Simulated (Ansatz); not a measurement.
AlCl2Br (AlBrCl₂), relaxed as a singlet with RKS B3LYP-D4/def2-SVP in Ansatz, starting from the GFN2-xTB geometry. Force threshold 0.02 eV/Å.

Start:

```csv
atom,x (Å),y (Å),z (Å)
Al1,0.031,-0.082,-0.029
Cl2,1.394,-0.089,-1.523
Cl3,-0.694,-1.744,0.865
Br4,-0.732,1.916,0.687
```

| step | energy (eV) | largest force component (eV/Å) | SCF passes |
| --- | --- | --- | --- |
| 1 | -101677.9356 | 1.368 | 23 |
| 2 | -101678.0282 | 0.139 | 27 |
| 3 | -101678.0301 | 0.022 | 25 |
| 4 | -101678.0301 | 0.001 | 19 |

Force components are those of the run's own axes.

End:

```xyz
4

Al    0.0112   -0.0293   -0.0105
Cl    1.4192   -0.1275   -1.5480
Cl   -0.6845   -1.7949    0.8582
Br   -0.7459    1.9518    0.7003
```

By distances, no bond broke or formed. The bond that changes most is Al1–Cl3, from 2.02 to 2.09 Å (atoms count from 1).

No frequencies were taken in this run, so the end may be a saddle point.

It took 4.5 s on 4 threads of Arm Neoverse V2 on a shared host.
